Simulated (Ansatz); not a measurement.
Ansatz (a quantum-chemistry and plane-wave program) input (B3LYP-D3(BJ)/def2-TZVP):

Ansatz 0.2 input:
```yaml
crystal:
  periodic: [false, false, false]
  atoms:
    - {symbol: Nb, position_ang: [-0.06778164, 0.00000000, 0.00000000]}
    - {symbol: F, position_ang: [0.15439151, 0.00000000, -1.87282443]}
    - {symbol: F, position_ang: [0.15439151, 0.00000000, 1.87282443]}
basis:
  gaussian:
    orbitals: def2-TZVP
hamiltonian:
  xc: b3lyp
  dispersion: d3bj
magnetization: {spin_polarized: true, initial_magnetization: 3}
phonons: {temperatures: {t_min: 298.15, t_max: 298.15, t_step: 100}}
```

Output:

```
Functional definition: B3LYP
integrals: 0.03 GiB planned
683 factors; their error is unknown
mean field: 0.34 GiB planned
mean field evaluation 1: about -6985.1975 eV, gradient 3.6e1 eV
mean field evaluation 2: about -6965.2257 eV, gradient 9.0e1 eV
mean field evaluation 4: about -6988.9869 eV, gradient 2.2e0 eV
mean field evaluation 8: about -6989.0114 eV, gradient 6.1e-2 eV
mean field evaluation 16: about -6989.0451 eV, gradient 1.2e-5 eV
mean field -6989.04514957 eV, -256.8426719017 hartree, gradient 1.2e-5 eV, S^2 3.754393; 2 other end points of the search recorded, 0 dependent functions left out
the calculation of the forces begins
reference -6989.04539038 eV, -256.8426807514 hartree; 17, 14 occupied and 85, 88 virtual orbitals, 683 factors
these checks for a lower state are left out or cut short: stability, starts, cluster_reference, orbital_swaps, neighbouring_geometries, increment
integrals: 0.03 GiB planned
683 factors; their error is unknown
mean field: 0.34 GiB planned
mean field evaluation 32: about -6989.0451 eV, gradient 1.7e-6 eV
mean field -6989.04510073 eV, -256.8426701071 hartree, gradient 1.7e-6 eV, S^2 3.754393; 0 other end points of the search recorded, 0 dependent functions left out
the calculation of the forces begins
reference -6989.04534155 eV, -256.8426789571 hartree; 17, 14 occupied and 85, 88 virtual orbitals, 683 factors
these checks for a lower state are left out or cut short: stability, starts, cluster_reference, orbital_swaps, neighbouring_geometries, increment
integrals: 0.03 GiB planned
683 factors; their error is unknown
mean field: 0.34 GiB planned
mean field -6989.04510184 eV, -256.8426701479 hartree, gradient 1.7e-6 eV, S^2 3.754393; 0 other end points of the search recorded, 0 dependent functions left out
the calculation of the forces begins
reference -6989.04534265 eV, -256.8426789973 hartree; 17, 14 occupied and 85, 88 virtual orbitals, 683 factors
these checks for a lower state are left out or cut short: stability, starts, cluster_reference, orbital_swaps, neighbouring_geometries, increment
integrals: 0.03 GiB planned
683 factors; their error is unknown
mean field: 0.34 GiB planned
mean field -6989.04514846 eV, -256.8426718610 hartree, gradient 2.9e-6 eV, S^2 3.754393; 0 other end points of the search recorded, 0 dependent functions left out
the calculation of the forces begins
reference -6989.04538927 eV, -256.8426807104 hartree; 17, 14 occupied and 85, 88 virtual orbitals, 683 factors
these checks for a lower state are left out or cut short: stability, starts, cluster_reference, orbital_swaps, neighbouring_geometries, increment
integrals: 0.03 GiB planned
683 factors; their error is unknown
mean field: 0.34 GiB planned
mean field -6989.04514759 eV, -256.8426718290 hartree, gradient 3.0e-6 eV, S^2 3.754393; 0 other end points of the search recorded, 0 dependent functions left out
the calculation of the forces begins
reference -6989.04538841 eV, -256.8426806790 hartree; 17, 14 occupied and 85, 88 virtual orbitals, 683 factors
these checks for a lower state are left out or cut short: stability, starts, cluster_reference, orbital_swaps, neighbouring_geometries, increment
integrals: 0.03 GiB planned
683 factors; their error is unknown
mean field: 0.34 GiB planned
mean field -6989.04510423 eV, -256.8426702356 hartree, gradient 1.3e-6 eV, S^2 3.754388; 0 other end points of the search recorded, 0 dependent functions left out
the calculation of the forces begins
reference -6989.04534502 eV, -256.8426790845 hartree; 17, 14 occupied and 85, 88 virtual orbitals, 683 factors
these checks for a lower state are left out or cut short: stability, starts, cluster_reference, orbital_swaps, neighbouring_geometries, increment
integrals: 0.03 GiB planned
683 factors; their error is unknown
mean field: 0.34 GiB planned
mean field evaluation 64: about -6989.0451 eV, gradient 7.9e-5 eV
mean field -6989.04511603 eV, -256.8426706692 hartree, gradient 1.3e-6 eV, S^2 3.754399; 0 other end points of the search recorded, 0 dependent functions left out
the calculation of the forces begins
reference -6989.04535686 eV, -256.8426795197 hartree; 17, 14 occupied and 85, 88 virtual orbitals, 683 factors
Total energy: -6989.10669099 eV, -256.8449335071 hartree
Atom 0 at    -0.067782     0.000000     0.000000 Å, force    -0.000183    -0.000000     0.000000 eV/Å
Atom 1 at     0.154392     0.000000    -1.872824 Å, force     0.000092     0.000000     0.000073 eV/Å
Atom 2 at     0.154392     0.000000     1.872824 Å, force     0.000092    -0.000000    -0.000073 eV/Å
Dipole moment:    -0.094577    -0.000000    -0.000000 e Å
Vibrations: 56.30 640.95 677.06 cm⁻¹, zero-point energy 0.085196 eV
```

The spin state was set by rule; other spins were not relaxed.
